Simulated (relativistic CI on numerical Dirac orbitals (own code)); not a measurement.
## d6 in a ligand field

Computed with a parametric ligand-field model of a d^n configuration (Racah B and C, spin-orbit zeta, crystal field), exact diagonalisation.

Field parameters in Wybourne normalisation: Oh B⁴₀ = 21Dq, B⁴₄ = √(5/14) B⁴₀. The field is a parameter set, without covalency.

B = 890 cm⁻¹, C = 3200 cm⁻¹ (C/B = 3.60), Oh, no spin-orbit coupling. Tanabe-Sugano data, E/B above the lowest term (Δ = |10Dq|; b, c mark the second and third term of a kind):

```tsv
Δ/B	5T2	5E	3T1	3T2	3T1(b)	1A1	1T1	1T2
1.0	0.00	1.00	18.10	18.43	19.04	26.58	27.07	27.55
5.0	0.00	5.00	15.20	17.50	19.30	19.81	23.63	27.18
9.0	0.00	9.00	11.64	15.41	19.32	12.42	19.90	26.42
13.0	0.00	13.00	7.94	12.66	19.34	4.84	16.08	24.99
17.0	2.85	19.85	7.02	12.38	22.20	0.00	15.07	25.62
21.0	10.60	31.60	10.95	16.76	29.97	0.00	18.93	30.56
25.0	18.40	43.40	14.90	21.04	37.77	0.00	22.81	35.18
29.0	26.23	55.23	18.85	25.25	45.61	0.00	26.71	39.60
33.0	34.09	67.09	22.81	29.41	53.47	0.00	30.63	43.91
37.0	41.97	78.97	26.78	33.53	61.35	0.00	34.55	48.15
41.0	49.86	90.86	30.75	37.63	69.25	0.00	38.49	52.33
45.0	57.76	102.76	34.72	41.71	77.16	0.00	42.43	56.47
```

The ground term changes from 5T2 to 1A1 between Δ/B = 13.0 and 17.0.
